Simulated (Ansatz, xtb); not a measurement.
**H7N2Si2+: where a starting geometry ends**

The starting geometry of this gas-phase singlet was built from a drawn formula by distance geometry and a force field; its bonds are those of `[SiH2+][NH2+][N-][SiH3]`.

```
atom    x (Å)    y (Å)    z (Å)
   N   1.3230  -1.9315   0.2584
   N   1.0335  -1.0182   1.4387
  Si   2.8768  -2.7225   0.4156
  Si  -0.5091  -0.2505   1.3143
   H   2.5491  -4.0957   0.9252
   H   3.3664  -2.8811  -0.9832
   H   0.6172  -2.6351   0.1968
   H   1.3156  -1.4081  -0.5735
   H  -0.7060   0.6168   2.4825
   H  -1.5593  -1.2598   1.2290
   H  -0.5174   0.5825   0.0284
```

Problem. Predict what it relaxes into with r2SCAN-D4/def2-SVP.

Solution. It rearranges to `[SiH3]N1[NH2+][SiH2]1`. Contacts that close: N2–Si3 (2.71 → 1.70 Å).

The energy falls by 4.93 eV over 22 steps:

```csv
step,E − E(last) (eV)
1,4.931
3,3.914
6,1.239
8,0.251
10,0.030
13,0.005
15,0.002
17,0.001
20,0.000
22,0.000
```

Final geometry (Å):

```
atom    x (Å)    y (Å)    z (Å)
   N   0.9690  -2.2160  -0.4853
   N   0.9801  -1.4985   0.7969
  Si   2.3851  -2.4594   0.7077
  Si  -0.2576  -0.3542   1.4073
   H   2.3965  -3.7979   1.3262
   H   3.6491  -1.8655   0.2344
   H   0.2127  -2.9069  -0.5925
   H   1.0476  -1.6185  -1.3206
   H   0.2965   0.0293   2.7264
   H  -1.5469  -1.0887   1.4889
   H  -0.3422   0.7731   0.4427
```

From the same start GFN2-xTB reaches the same bonding as this run.

No frequencies were run, so the end isn't proven a minimum. Run with Ansatz 0.2.0, 52 s on 2 threads of Intel(R) Xeon(R) Platinum 8259CL CPU @ 2.50GHz (Skylake/Cascade Lake) (shared host).
